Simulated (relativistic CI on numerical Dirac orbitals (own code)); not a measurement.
# Ions with 41 electrons, Nb to Nd19+

Computed by Dirac-Coulomb-Breit CI, orbitals from a KLI potential per configuration, a model potential for QED, unscaled Slater integrals (own radial code, finite nucleus).

CI space (outside the closed core [Ar] 3d10): 4s²4p⁶4d⁵, 4s²4p⁶4d⁴5s, 4s²4p⁵4d⁶, 4s²4p⁴4d⁷, 4s4p⁶4d⁶, 4s²4p⁶4d⁴5p, 4s²4p⁶4d³5s². Levels of other configurations are missing.

Energies above each ion's lowest level, in cm⁻¹. Levels are followed by their leading LS label, which can pass from one level to another where the coupling changes.

```
  Ion  4s²4p⁶4d⁵ ⁶S5/2  4s²4p⁶4d⁵ ⁴P3/2  4s²4p⁶4d⁵ ⁴P1/2  4s²4p⁶4d⁵ ⁴G5/2  4s²4p⁶4d⁵ ⁴G7/2  4s²4p⁶4d⁵ ⁴G9/2  4s²4p⁶4d⁵ ⁴G11/2
   Nb          11028.4                                                                                                       
  Mo+              0.0          18082.7          18105.8          19329.2          19435.4          19525.8           19557.4
 Tc2+              0.0          23910.9          24130.2          23609.4          23870.7          23983.8           23970.5
 Pd5+              0.0          33337.2          34198.1          31902.1          32939.1          33333.2           33192.3
 Ag6+              0.0          35794.9          36968.1          33858.7          35458.9          36028.2           35818.4
 Cd7+              0.0          38070.7          39609.9          35512.0          37831.3          38632.2           38334.2
 In8+              0.0          40201.7          42163.4          36886.8          40079.7          41179.5           40769.6
 Sn9+              0.0          42215.8          44659.0          38000.8          42220.0          43695.6           43146.0
Sb10+              0.0          44136.2          47122.5          38869.7          44265.0          46201.4           45479.4
Te11+              0.0          45984.6          49578.7          39511.1          46228.1          48715.2           47783.8
 I12+              0.0          47783.6          52052.3          39946.1          48125.5          51254.3           50072.2
Xe13+                ?                ?                ?                ?                ?                ?                 ?
Cs14+              0.0          51335.2          57161.1          40312.1          51811.3          56481.0           54661.5
Ba15+              0.0          53148.4          59859.0          40320.6          53657.4          59209.5           57001.6
La16+              0.0          55035.3          62701.3          40281.0          55554.9          62048.1           59407.2
Ce17+              0.0          57040.1          65731.6          40258.4          57549.3          65028.4           61914.0
Pr18+              0.0          59213.5          68998.6          65499.5          59692.6          68188.2           64565.7
Nd19+              0.0          61612.1          72556.7          69134.5          62043.6          71572.3           67414.0
```

Task: Fill in the row of Xe13+.

Result: 4s²4p⁶4d⁵ ⁶S5/2 0.0, 4s²4p⁶4d⁵ ⁴P3/2 49557.8, 4s²4p⁶4d⁵ ⁴P1/2 54570.0, 4s²4p⁶4d⁵ ⁴G5/2 40201.6, 4s²4p⁶4d⁵ ⁴G7/2 49978.0, 4s²4p⁶4d⁵ ⁴G9/2 53836.6, 4s²4p⁶4d⁵ ⁴G11/2 52359.0 (cm⁻¹).

In the calculation the lowest level changes from 4s²4p⁶4d⁴5s ⁶D1/2 to 4s²4p⁶4d⁵ ⁶S5/2 at Mo+.

Between Z = 57 and 60 the energy of 4s²4p⁶4d⁵ ⁴P3/2 follows a local power law Z^2.2. For orientation: electrostatic splittings inside a shell grow about linearly with the screened charge, excitations that change n as its square, and fine structure as its fourth power; written in Z itself the exponents are larger, since the screened charge grows faster in proportion.

The members near neutrality are the least accurate: they can be off by several eV, miss lower levels of configurations outside the list, or start from a wrong lowest level.
